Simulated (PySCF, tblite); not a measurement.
A set of runs on `C#C[C@@H](CF)C(N)=O`; the geometry of each is named by its level. Settings lines and outputs come from a driver script.

Species: C5H6FNO.
Numbering: `[CH:1]#[C:2][C@@H:3]([CH2:4][F:5])[C:6]([NH2:7])=[O:8]` (hydrogens: H9 on C1; H10 on C3; H11, H12 on C4; H13, H14 on N7)

Step 1: GFN2-xTB geometry optimisation, gas phase (tblite 0.8.0) (from a force-field or distance-geometry start)
```json
{"job": {"kind": "relax", "xc": "GFN2-xTB", "basis": "xTB"}, "charge": 0, "multiplicity": 1}
```
```
step      E/eV     max force
  0    -691.51391    2.278
  1    -691.47812    4.984
  2    -691.58538    0.633
...
 94    -691.63134    0.019
 95    -691.63137    0.015
 96    -691.63139    0.011
 97    -691.63140    0.010
 98    -691.63141    0.010
```

Energy lowered by 2.7 kcal/mol over 98 steps; largest atomic force 0.010 eV/Å at the end. «max force» is the largest atomic force in eV/Å.

Time: 0.76 s wall. Hardware: one thread of an Arm Neoverse N1 (shared host).

Step 2: GFN2-xTB harmonic vibrations, gas phase (tblite 0.8.0) (on the GFN2-xTB geometry)
```json
{"job": {"kind": "ir", "xc": "GFN2-xTB", "basis": "xTB"}, "charge": 0, "multiplicity": 1}
```
```
(table of modes left out)
```

36 modes from 32 to 3533 cm⁻¹ (unscaled, harmonic); zero-point energy 63.0 kcal/mol; all wavenumbers are real at this level.

The run took 0.56 s of wall time on one thread, Arm Neoverse N1 (aarch64), no GPU, shared host with 64 logical CPUs at a one-minute load of 55.

Step 3: TDDFT CAM-B3LYP/def2-SVPD, vertical, gas phase, core orbitals frozen in the response (PySCF 2.14.0, density-fitted response routines) (on the GFN2-xTB geometry)
```json
{"job": {"kind": "uv", "xc": "CAM-B3LYP", "basis": "def2-SVPD", "nstates": 8, "ntriplets": 3}, "charge": 0, "multiplicity": 1}
```
```
...
Static polarisability (au): isotropic 68.486, principal 52.503 68.397 84.560
Singlet excitations
state   eV       nm        f      main configurations
  1   5.7597    215.3   0.00106   H->L+1 0.35, H->L 0.34, H->L+4 0.09
  2   6.5681    188.8   0.00056   H->L+2 0.25, H-3->L+2 0.12, H-2->L+2 0.11
  3   6.8496    181.0   0.00274   H-2->L+1 0.15, H->L+2 0.12, H-2->L+2 0.11
  4   6.9120    179.4   0.00650   H->L+4 0.14, H-2->L 0.12, H-2->L+2 0.08
  5   7.3571    168.5   0.00471   H->L 0.38, H->L+1 0.26, H->L+2 0.10
  6   7.5568    164.1   0.07301   H-1->L 0.46, H-1->L+1 0.17, H->L+1 0.09
  7   7.6307    162.5   0.01060   H-1->L+1 0.40, H-1->L 0.20, H-2->L+1 0.08
  8   7.8861    157.2   0.07710   H-2->L 0.62
Triplet excitations (Tamm-Dancoff, eV): 5.2842 5.5101 5.6357
```

HOMO -9.13 eV, LUMO 0.98 eV; lowest singlet 5.76 eV; lowest triplet 5.28 eV (Tamm–Dancoff); mean polarisability 68.5 au.

On an Arm Neoverse N1 with one thread, shared host with 64 logical CPUs at a one-minute load of 57, this took 81 s of wall time and 0.97 GiB of memory at its peak.

Geometry of the electronic-property runs (GFN2-xTB):
```
atom  x, y, z in Å
C1    -0.8909    2.1929   -0.5722
C2    -0.5949    1.1393   -0.0869
C3    -0.2438   -0.1544    0.4639
C4    -1.3032   -1.2124    0.1406
F5    -2.3902   -1.0732    0.9649
C6     1.1322   -0.6301   -0.0396
N7     2.0471    0.3557   -0.1293
O8     1.3747   -1.7870   -0.2860
H9    -1.1662    3.1174   -0.9844
H10   -0.1732   -0.0723    1.5572
H11   -0.8893   -2.2116    0.3068
H12   -1.6629   -1.1162   -0.8882
H13    1.7925    1.3193    0.0024
H14    2.9671    0.1322   -0.4715
```

 (This holds for the electronic-property runs.)

One conformer stands for the species.
